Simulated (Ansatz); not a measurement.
Saddle search on GaSiH₅O, closed shell by partitioned rational-function steps on PBE0-D4/def2-TZVP gradients (Ansatz 0.2.0), from this start:

Ga1  (-1.594, 0.762, 0.106)
Si2  (1.003, -0.483, 0.038)
O3  (-1.540, 0.617, -1.583)
H4  (-0.310, 0.042, -1.017)
H5  (-1.914, 1.018, 1.592)
H6  (2.076, -0.767, -0.967)
H7  (0.739, -1.730, 0.829)
H8  (1.539, 0.540, 1.003)
(Å)

```tsv
step	energy less the last (meV)	largest force (eV/Å)	curvature followed (eV/Å²)
1	15.4	0.119	-16.38
2	12.0	0.045	-16.36
3	11.3	0.023	-16.35
4	10.9	0.023	-16.35
5	10.2	0.027	-16.35
6	9.5	0.081	-16.35
7	8.8	0.152	-16.35
8	10.5	0.454	-16.34
9	12.7	0.668	-16.34
10	8.4	0.525	-16.37
11	4.8	0.110	-16.39
12	4.1	0.039	-16.40
13	3.5	0.050	-16.39
14	2.9	0.049	-16.39
15	2.5	0.084	-16.39
16	2.0	0.035	-16.40
17	1.9	0.063	-16.40
18	1.7	0.057	-16.40
19	1.6	0.088	-16.40
20	1.3	0.087	-16.40
21	1.0	0.061	-16.40
22	0.7	0.026	-16.39
23	0.5	0.013	-16.39
24	0.4	0.033	-16.39
25	0.3	0.029	-16.39
26	0.3	0.074	-16.39
27	0.2	0.064	-16.40
28	0.2	0.078	-16.41
29	0.1	0.061	-16.42
30	0.1	0.048	-16.41
31	0.0	0.018	-16.41
32	0.0	0.006	-16.41
```

The search ended at:

| atom | x (Å) | y (Å) | z (Å) |
| --- | --- | --- | --- |
| Ga1 | -1.4855 | 0.9266 | 0.0836 |
| Si2 | 0.9702 | -0.5729 | 0.0096 |
| O3 | -1.7263 | 0.2353 | -1.4457 |
| H4 | -0.4664 | -0.2573 | -0.9637 |
| H5 | -1.5756 | 1.6996 | 1.4059 |
| H6 | 2.1771 | -0.1672 | -0.7599 |
| H7 | 1.0457 | -2.0202 | 0.3459 |
| H8 | 1.0610 | 0.1560 | 1.3242 |
